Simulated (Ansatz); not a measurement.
`[SiH3][SiH2][S][GaH2]` + H₂O → `O[SiH2][SiH3]` + `[SH][GaH2]` at 700 K and 1 bar (formal hydrolysis of the Si–S bond).

Gas-phase electronic energies from Ansatz, PBE0-D4/def2-TZVP geometries. CBS: MP2 limit from def2 TZ/QZ plus the TZ coupled-cluster correction, frozen cores. This one scheme is used for every species. For Ga outer-core shells are correlated without core-valence functions, which leaves a few kJ/mol of doubt a bond. Scalar relativity is left out up to krypton. Each species was taken in one conformer, which may not be the lowest.

| species | CCSD(T)/CBS energy (Eh) | H − E (kJ/mol) | S (J/(mol·K)) |
| --- | --- | --- | --- |
| `[SiH3][SiH2][S][GaH2]` | -2904.12092 | 245.9 | 540.6 |
| H₂O | -76.37941 | 80.5 | 218.4 |
| `O[SiH2][SiH3]` | -656.96789 | 215.7 | 426.7 |
| `[SH][GaH2]` | -2323.53734 | 103.2 | 340.5 |

H − E and S are ideal-gas, rigid-rotor, harmonic terms from PBE0-D4/def2-TZVP, for one conformer and one mirror image of each species. 1 Eh = 2625.50 kJ/mol, R = 8.31446 J/(mol·K).

Question: By hand: ΔE, ΔH, ΔS and ΔG.

Answer: ΔE = (-656.96789) + (-2323.53734) − (-2904.12092) − (-76.37941) = -0.00490 Eh = -12.9 kJ/mol. Δ(H − E) = 215.7 + 103.2 − 245.9 − 80.5 = -7.5, so ΔH = -20.4 kJ/mol. ΔS = 426.7 + 340.5 − 540.6 − 218.4 = 8.2 J/(mol·K). ΔG = -20.4 − 700 × (8.2)/1000 = -26.1 kJ/mol.

Question: By hand: the equilibrium constant, and the temperature at which ΔG would vanish if ΔH and ΔS stayed fixed.

Answer: log₁₀ K = −ΔG/(RT ln 10) = 1.9. ΔH and −TΔS have one sign here, so there is no such temperature.

The number of gas molecules stays the same, so ΔS is small and ΔH decides. A doubt of 5 kJ/mol in ΔE shifts log₁₀ K by 0.4 here. Other conformers and mirror images would add mixing entropy, several J/(mol·K) or more a flexible species. Modes under 60 cm⁻¹, often nearly free rotors, make the harmonic entropy too high. These are equilibria of isolated gas molecules and say nothing of rates. Largest T1 diagnostic: 0.014 (customary marks: 0.02 for closed shells, 0.045 for open ones).

ΔS is within the doubt of such terms, so its sign, and with it that verdict, could turn.
